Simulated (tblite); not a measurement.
C₄H₉FOSi₂.
Structure used (GFN2-xTB), in Å, numbered top down from 1:
```
atom  x, y, z in Å
C1    -1.850   -0.448   -0.832
C2    -0.836    0.093    0.133
C3    -1.322    0.828    1.282
O4    -0.677    1.333    2.153
F5    -2.678    0.941    1.353
C6     0.503   -0.020    0.011
Si7    1.635    0.768    1.329
Si8    1.253   -0.947   -1.461
H9    -1.494   -1.369   -1.285
H10   -2.799   -0.640   -0.337
H11   -2.028    0.275   -1.628
H12    2.990    0.447    0.844
H13    1.476    0.092    2.611
H14    1.519    2.221    1.313
H15    0.719   -0.390   -2.707
H16    2.705   -0.810   -1.437
H17    0.878   -2.361   -1.352
```

Level: GFN2-xTB in tblite, geometry and Hessian alike; calculated harmonic values, unscaled, isolated species. This tight-binding method is rough: wavenumbers can miss measured ones by several per cent, in bad cases by 10 to 20. Modes of hydrogen on silicon can be 10 to 20 % off. One conformer, not necessarily the lowest. The optimisation stopped once no atom felt more than 0.01 eV/Å.

Lowest wavenumbers of the output (negative numbers stand for imaginary wavenumbers):
```
mode    cm-1
  1     -57.0
  2      72.8
  3      73.1
  4     113.1
  5     155.4
  6     208.1
  7     215.3
  8     286.1
```

Is this structure a minimum?

Not by this Hessian. 1 mode is imaginary beyond 20i (57i cm⁻¹), so at this level the point lies at or near a first-order saddle. The curvature is small, so loose convergence or finite differences may be the whole cause.

Which atoms move in the imaginary mode?

57i: H11 (methyl hydrogen) 41 %, H10 (methyl hydrogen) 27 %, H9 (methyl hydrogen) 25 %. These are shares of the mass-weighted motion.

What is the remedy?

Step along that mode in both directions, optimise again with tighter thresholds and repeat the frequencies. The zero-point energy of this point (68.4 kcal/mol) counts the 44 real modes alone, and thermal corrections from it aren't those of a minimum.
